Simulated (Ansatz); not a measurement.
The first iterations of a band of GaH5O2 (8 atoms, charge 0, multiplicity 1).

Level of theory: RHF/def2-SVP in Ansatz.

* movable images: 9
* climbing image: yes
* spring: 5.0 eV/Å²
* optimiser: quadratic models (default)
* start path: straight line
* force threshold: 0.05 eV/Å
* iteration limit: 60
* end points: relaxed

First end point:

```xyz
8
Properties=species:S:1:pos:R:3
Ga 0.129 -0.135 0.128
H 0.095 -0.943 1.488
H 1.417 0.094 -0.738
O -1.456 0.023 -0.746
H -2.141 -0.609 -0.598
O -0.305 1.886 0.824
H -1.139 1.992 0.373
H -0.443 2.075 1.742
```

Last end point:

```xyz
8
Properties=species:S:1:pos:R:3
Ga -0.334 0.651 -0.840
H 0.634 -0.038 3.840
H 1.062 0.410 -1.475
O -1.882 0.435 -1.676
H -1.918 0.148 -2.574
O -0.498 1.184 0.838
H -1.364 1.333 1.184
H 0.457 0.259 3.176
```

| iteration | highest image above the first end (eV) | largest band force component (eV/Å) |
| --- | --- | --- |
| 1 | 7.104 | 13.182 |
| 2 | 4.372 | 4.184 |
| 3 | 3.126 | 13.567 |
| 4 | 2.733 | 4.310 |
| 5 | 2.396 | 1.917 |
| 6 | 2.258 | 1.329 |

Problem. Does the band converge within its limit, and where does its top end?

Solution. The forces met the threshold. It ended after 20 iterations with the highest image 1.734 eV above the first end. Neighbouring images differ by up to 1.4 eV, so the band resolves the path poorly. Another band between the same ends (9 images) ends at a top of the same energy, where a vibrational analysis finds 1 clearly imaginary mode. The orbitals stay closed-shell, which can raise the energy where a bond breaks towards radicals; this wasn't checked here.

Run time: 4.6 min on 1 thread of Arm Neoverse V1 (shared host), peak memory 0.16 GiB.
